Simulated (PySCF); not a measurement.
**Field gradients at the hydrogen positions**

C5H4N2S.
Cartesian coordinates in Å at the GFN2-xTB level; atoms count from 1:
```
atom  x, y, z in Å
C1    -2.8049   -0.1148    0.1752
C2    -1.3636   -0.1216    0.1715
C3    -0.1601   -0.1258    0.1666
C4     1.2449   -0.1216    0.1500
C5     2.0577    0.5738   -0.7885
N6     3.3373    0.4085   -0.5771
S7     3.5384   -0.5587    0.7170
N8     1.9703   -0.7864    1.0347
H9    -3.1807   -0.5157   -0.7660
H10   -3.1712    0.9044    0.2967
H11   -3.1773   -0.7261    0.9964
H12    1.7104    1.1832   -1.6025
```

Level: PBE0/pcSseg-1 (PySCF, non-relativistic); Q(2H) = 0.00286 b; rigid geometry, the same for H and D, with no vibrational averaging.

Problem. What are Vzz, η and χzz (234.96 MHz × Q × Vzz) at all hydrogens?

Solution. 
```csv
atom,bonded to,bond length (Å),Vzz (au),η,χzz (kHz)
H9,C1,1.090,0.3076,0.03,207
H10,C1,1.090,0.3076,0.03,207
H11,C1,1.089,0.3080,0.03,207
H12,C5,1.074,0.3345,0.05,225
```

Isolated species at its GFN2-xTB geometry, gas phase. GFN2-xTB bond lengths can be off by several hundredths of an ångström, more for odd bonds, and the gradients follow them. These gradients aren't converged with respect to the basis.

These values come from a run that also computed NMR shieldings. The run took about 50 s of CPU time (grids of density and orbitals included) (one thread, shared machine).
